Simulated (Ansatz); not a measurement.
Hg3Te3, relaxed as a singlet with RKS B3LYP-D4/def2-SVP in Ansatz, starting from the GFN1-xTB geometry. Force threshold 0.02 eV/Å.

In the def2 sets Hg, Te take a core potential; there is no spin–orbit coupling. Another isomer (singlet) lies 1.01 eV lower at PBE0-D4/def2-TZVP; other spin states weren't run for this one.

Start:

Cartesian coordinates in Å:
```
Hg -0.983 -0.367 1.359
Hg 3.603 -0.497 0.891
Hg -1.163 0.595 -1.687
Te 0.858 -1.311 -0.719
Te -3.343 0.218 0.045
Te 1.028 1.363 0.112
```

(1) Estimate the energy that the relaxation releases and the steps that it takes.

(2) Does the start keep its bonding?

(3) Predict the relaxed structure.

## Answers

(1) 197.3 kJ/mol, in 31 steps; 3.3 min on 4 threads of AMD EPYC 7R43 on a shared host. No frequencies were taken in this run, so the end may be a saddle point.

(2) Bonds lost: Hg1–Te6, Hg3–Te4 (atoms count from 1). The end is the same structure that another start reached.

(3) 
```xyz
6

Hg   -0.7384   -1.3951    0.5366
Hg    1.8471    0.2549    2.1734
Hg   -0.9609    1.5188   -0.6282
Te    1.0437   -1.7967   -1.5446
Te   -2.6642    0.4605    1.2630
Te    1.4728    0.9575   -1.8001
```
Bond lengths (bridged metal pairs left out): 4 × Hg–Te 2.76 to 2.77 Å; 1 × Te–Te 2.80 Å.
